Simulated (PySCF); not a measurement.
## Rubidium: a sound run and one with changed settings

Sound run: Rb²⁺ [Ar] 3d10 4s2 4p5, Rb³⁺ [Ar] 3d10 4s2 4p4. All numbers are calculated (PySCF 2.14, the spin-free X2C one-electron Hamiltonian (Gaussian nucleus), in cc-pVDZ-X2C (6s5p3d, 36 functions)). In the sound run the correlated levels freeze [Ar] 3d10 4s2. The sound run starts from symmetry-adapted Hartree-Fock orbitals and uses a fine grid where one is needed.

Changed run: no relativity, point nucleus. This setting is unsound on purpose.

```tsv
species	method	sound run (hartree)	changed run (hartree)	converged
Rb²⁺	UHF	-2978.00122	-2912.90376	yes
Rb²⁺	LDA	-2975.76807	-2910.67267	yes
Rb²⁺	r2SCAN	-2979.79392	-2914.69751	yes
Rb²⁺	MP2	-2978.00518	-2912.90781	yes
Rb²⁺	CCSD(T)	-2978.00558	-2912.90823	yes
Rb³⁺	UHF	-2976.53596	-2911.45935	yes
Rb³⁺	LDA	-2974.24609	-2909.17231	yes
Rb³⁺	r2SCAN	-2978.27809	-2913.20294	yes
Rb³⁺	MP2	-2976.53778	-2911.46121	yes
Rb³⁺	CCSD(T)	-2976.53796	-2911.46140	yes
```

Ionisation energy of Rb²⁺:

```json
{"method": "UHF", "sound run (eV)": "39.872", "changed run (eV)": "39.304"}
{"method": "LDA", "sound run (eV)": "41.415", "changed run (eV)": "40.827"}
{"method": "r2SCAN", "sound run (eV)": "41.248", "changed run (eV)": "40.669"}
{"method": "MP2", "sound run (eV)": "39.930", "changed run (eV)": "39.364"}
{"method": "SCS-MP2", "sound run (eV)": "39.930", "changed run (eV)": "39.364"}
{"method": "CCSD", "sound run (eV)": "39.936", "changed run (eV)": "39.370"}
{"method": "CCSD(T)", "sound run (eV)": "39.936", "changed run (eV)": "39.370"}
```

Most of the change in total energy is the relativistic energy itself. On top of that the contraction fixes the core shape for the Hamiltonian it was made with, so the changed run is not a good calculation with the other Hamiltonian either.

For comparison, NIST gives 39.247 eV between the lowest levels.
